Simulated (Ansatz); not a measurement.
Ideal-gas functions of CH5ClSn (`Cl[CH2][SnH3]`) at 600 K and 1 bar, from an Ansatz frequency run at PBE0-D4/def2-TZVP.

Molar mass 171.22 g/mol, point group Cs (symmetry number 1), electronic degeneracy 1, moments of inertia 27.008, 316.319, 332.248 u Å². Harmonic wavenumbers (cm⁻¹, unscaled): 84, 140, 404, 413, 555, 683, 709, 719, 730, 755, 1124, 1168, 1432, 1935, 1962, 1965, 3102, 3170.

Use S(trans) = R[1.5 ln M + 2.5 ln T − 1.1517]; rotational temperatures θ = 24.2544 K / I; S(rot) = R[ln(√π/σ · √(T³/θAθBθC)) + 1.5]; for each mode x = 1.438777 ν̃/T, S = R[x/(eˣ − 1) − ln(1 − e⁻ˣ)] and H = RT x/(eˣ − 1); 1 cm⁻¹ = 0.0119627 kJ/mol; R = 8.31446 J/(mol·K).

Question: By hand: the entropy, in J/(mol·K).

Answer: Translation 187.5. Rotation: θ = 0.898, 0.0767, 0.073 K, giving 119.0. Vibration, mode by mode: 21.65, 17.43, 8.90, 8.73, 6.53, 5.08, 4.84, 4.74, 4.65, 4.43, 2.20, 2.03, 1.22, 0.46, 0.43, 0.43, 0.04, 0.04, in all 93.8. Electronic 0.0. Sum 400.3 J/(mol·K).

Question: By hand: H − E and G − E in kJ/mol, counted from the electronic energy.

Answer: Zero-point energy ½ × 21050 × 0.0119627 = 125.9; thermal vibration 29.4; translation, rotation and pV give 4 RT = 20.0. H − E = 175.3 kJ/mol, and G − E = 175.3 − 600 × 400.3/1000 = -64.9 kJ/mol.

Vibration gives 23 % of the entropy, 39.1 J/(mol·K) of it from the modes under 150 cm⁻¹: soft modes count most, and the harmonic formula is weakest for them.
